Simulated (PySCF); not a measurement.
A PySCF script (with the pyscf-properties extension) for the NMR shieldings of `CC#CC[Si@H](C)CCl`, C$_{6}$H$_{11}$ClSi, on a GFN2-xTB geometry:

```python
import basis_set_exchange as bse
import numpy as np
from pyscf import gto, dft
from pyscf.prop import nmr

atoms = """
C     3.317018   -0.594619    0.301889
C     2.119755    0.217038    0.376091
C     1.137127    0.900513    0.445333
C    -0.066280    1.700142    0.514023
Si   -1.598030    0.694287   -0.049683
C    -1.844019   -0.823866    1.059622
C    -1.241179    0.101125   -1.836974
Cl   -2.645600   -0.808762   -2.458538
H     3.112762   -1.598036    0.675838
H     3.656129   -0.666649   -0.731633
H     4.110361   -0.150416    0.903088
H     0.063008    2.587481   -0.108994
H    -0.206111    2.043585    1.540226
H    -2.782241    1.564868   -0.078854
H    -2.140638   -0.537269    2.063994
H    -0.925074   -1.399069    1.139002
H    -2.613287   -1.477963    0.660792
H    -0.386469   -0.569580   -1.890853
H    -1.077038    0.921241   -2.531827
"""
names = dict.fromkeys(["C", "Si", "Cl", "H"], "pcSseg-1")
basis = {el: gto.basis.parse(bse.get_basis(n, elements=[el], fmt="nwchem")) for el, n in names.items()}
mol = gto.M(atom=atoms, basis=basis, charge=0, verbose=0)
mf = dft.RKS(mol, xc="PBE0")
mf.grids.level = 2
mf.grids.alignment = dft.numint.BLKSIZE   # the property module wants whole blocks of grid points
mf.conv_tol = 1e-9
mf.kernel()

calc = nmr.RKS(mf)   # GIAO
C = mf.mo_coeff
Co = C[:, mf.mo_occ > 0]
resp = mf.gen_response(singlet=True, hermi=2)
def vind(x):   # induced exchange potential for any number of trial vectors
    d = np.einsum("pi,xij,qj->xpq", C, 2 * x.reshape(-1, C.shape[1], Co.shape[1]), Co, optimize=True)
    return np.einsum("xpq,pi,qj->xij", resp(d - d.transpose(0, 2, 1)), C, Co, optimize=True).ravel()
mo1, _ = nmr.rhf.solve_mo1(calc, with_cphf=vind)
sigma = calc.kernel(mo1)
for i, s in enumerate(sigma):   # ppm
    w = np.linalg.eigvalsh((s + s.T) / 2)
    print("%2d %-2s iso %8.1f  s11 %8.1f  s22 %8.1f  s33 %8.1f" % (i, mol.atom_pure_symbol(i), w.mean(), *w))
```

Question: What does it print?

Answer: 
```
 0 C  iso    182.2  s11    174.5  s22    175.1  s33    197.0
 1 C  iso    104.9  s11     19.5  s22     23.5  s33    271.6
 2 C  iso    105.9  s11     18.2  s22     25.1  s33    274.4
 3 C  iso    182.0  s11    174.2  s22    178.8  s33    192.9
 4 Si iso    364.9  s11    333.4  s22    371.7  s33    389.7
 5 C  iso    195.4  s11    191.0  s22    195.4  s33    199.7
 6 C  iso    154.9  s11    130.7  s22    142.7  s33    191.3
 7 Cl iso    950.0  s11    850.8  s22    892.5  s33   1106.9
 8 H  iso     29.8  s11     24.3  s22     28.7  s33     36.3
 9 H  iso     29.8  s11     24.5  s22     28.3  s33     36.6
10 H  iso     29.7  s11     24.3  s22     27.7  s33     37.3
11 H  iso     30.0  s11     25.1  s22     28.2  s33     36.8
12 H  iso     30.1  s11     25.1  s22     28.2  s33     37.1
13 H  iso     27.4  s11     24.2  s22     25.3  s33     32.6
14 H  iso     31.8  s11     27.2  s22     28.0  s33     40.0
15 H  iso     31.2  s11     26.5  s22     29.5  s33     37.7
16 H  iso     31.1  s11     25.2  s22     30.0  s33     38.0
17 H  iso     28.5  s11     22.2  s22     27.8  s33     35.4
18 H  iso     28.8  s11     22.0  s22     29.0  s33     35.2
```

These numbers come from an equivalent density-fitted implementation of the same equations, which agrees with the script to about 0.01 ppm for H and up to a few tenths of a ppm for heavy atoms, so last digits may differ.

Question: Turn these shieldings into chemical shifts. δ = σ(ref) − σ, references computed at the same level: 13C (σ = 186.93 ppm), 29Si (σ = 349.16 ppm), 1H (σ = 31.72 ppm) against TMS; 35Cl (σ = 949.78 ppm) against HCl.

Answer: Averaging equivalent atoms: C 1: 82.0; C 2: 81.0; C 6: 32.0; C 3: 5.0; C 0: 4.7; C 5: -8.4; Si 4: -15.8; Cl 7: 0; H 13: 4.32; H 17: 3.23; H 18: 2.96; H 8/9/10: 1.96; H 11: 1.67; H 12: 1.61; H 14/15/16: 0.36 ppm. 

Size and cost of the density-fitted run: 205 basis functions, 70 s wall time on 1 thread of an Arm Neoverse N1, shared host; peak memory 0.93 GiB.
